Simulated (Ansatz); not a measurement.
C2H7OSi, SMILES `[CH2]C[SiH2]O` radical. The species carries charge 0 and has multiplicity 2. The structure was optimised at the PBE0-D4/def2-TZVP level. It is one conformer, not always the lowest.

```xyz
11

C    -0.798    1.175    0.651
C    -0.475   -0.249    0.836
Si    0.428   -0.885   -0.698
O     1.794   -0.013   -0.996
H    -0.111    1.948    0.969
H    -1.686    1.479    0.111
H    -1.373   -0.867    0.959
H     0.176   -0.417    1.699
H     0.890   -2.284   -0.514
H    -0.520   -0.808   -1.846
H     1.675    0.922   -1.171
```

(1) What is the dipole moment at PBE/def2-TZVPP? (Estimate.)

(2) And with r2SCAN, B3LYP, ωB97M-V? (Best estimate.)

(3) Give the Mulliken charges with PBE, r2SCAN, ωB97M-V in def2-TZVPP. (Best estimate.)

Answers

(1) Computed: 1.23 D, with components (-0.77, 0.88, 0.37) D in this frame, pointing from negative to positive charge.

(2) The calculation gave: r2SCAN 1.33 D, B3LYP 1.29 D, ωB97M-V 1.29 D.

(3) Computed: 
| atom | PBE | r2SCAN | ωB97M-V |
| --- | --- | --- | --- |
| C1 | -0.32 | -0.32 | -0.36 |
| C2 | -0.17 | -0.13 | -0.26 |
| Si3 | 0.43 | 0.53 | 0.45 |
| O4 | -0.36 | -0.42 | -0.39 |
| H5 | 0.11 | 0.10 | 0.14 |
| H6 | 0.11 | 0.11 | 0.14 |
| H7 | 0.09 | 0.06 | 0.11 |
| H8 | 0.10 | 0.07 | 0.12 |
| H9 | -0.08 | -0.09 | -0.04 |
| H10 | -0.09 | -0.11 | -0.06 |
| H11 | 0.18 | 0.20 | 0.17 |

B3LYP here is the variant with VWN-RPA as its local correlation; programs differ in this.
